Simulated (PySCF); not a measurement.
PySCF job for C₅H₅Cl, SMILES C(/Cl)=C/C#CC, SMD-M06-2X/def2-SVP. Geometry optimised at PBE0-D3(BJ)/def2-SVP. The structure was generated by enumeration; whether it is a known compound was not checked.

```python
import numpy as np
from pyscf import gto, scf, dft
from pyscf.solvent import smd

mol = gto.M(
    atom='''
    C    -3.15251276    0.46941068    0.65932605
    C    -1.79349029   -0.03658024    0.70789750
    C    -0.65146819   -0.45178940    0.73833015
    C     0.67213065   -0.95292209    0.79550221
    C     1.69022557   -0.57715181    0.00389591
    Cl    1.55271817    0.59957881   -1.23662565
    H    -3.39495072    1.04339449    1.56791105
    H    -3.29570876    1.13331040   -0.20732544
    H    -3.88069140   -0.35330614    0.57998668
    H     0.89668835   -1.71594628    1.54945737
    H     2.68914368   -1.00609519    0.10289523
    ''',
    basis='def2-SVP',
    charge=0,
    spin=0,
    max_memory=1600,
    verbose=3,
)
mf = dft.RKS(mol, xc='m06-2x').density_fit(auxbasis='def2-universal-jkfit')
mf.grids.level = 4
mf.conv_tol = 1e-9
mf.max_cycle = 100
mf.kernel()
res = {}
for name in ['water', 'benzene', 'diethylether']:
    s = mf.SMD()
    s.with_solvent.solvent, s.with_solvent.sasa_ng = name, 194
    s.kernel(mf.make_rdm1())
    res[name] = (s.e_tot, s.with_solvent.get_cds(), s.dip_moment(), s.mo_energy, s.converged)
    print(f'SMD {name}: dG(solv) = {(s.e_tot - mf.e_tot) * 627.509474:.3f} kcal/mol, of which CDS {res[name][1] * 627.509474:.3f}')
```

Log of the run:

```
converged SCF energy = -653.265992777967
converged SCF energy = -653.26823334775
Dipole moment(X, Y, Z, Debye): -0.82706, -0.70684,  1.08986
SMD water: dG(solv) = -1.406 kcal/mol, of which CDS 3.874
converged SCF energy = -653.274383666459
Dipole moment(X, Y, Z, Debye): -0.81329, -0.57879,  0.94279
SMD benzene: dG(solv) = -5.265 kcal/mol, of which CDS -2.986
converged SCF energy = -653.275099009483
Dipole moment(X, Y, Z, Debye): -0.83155, -0.62772,  1.00352
SMD diethylether: dG(solv) = -5.714 kcal/mol, of which CDS -2.210
```

The calculation finished and met its thresholds.
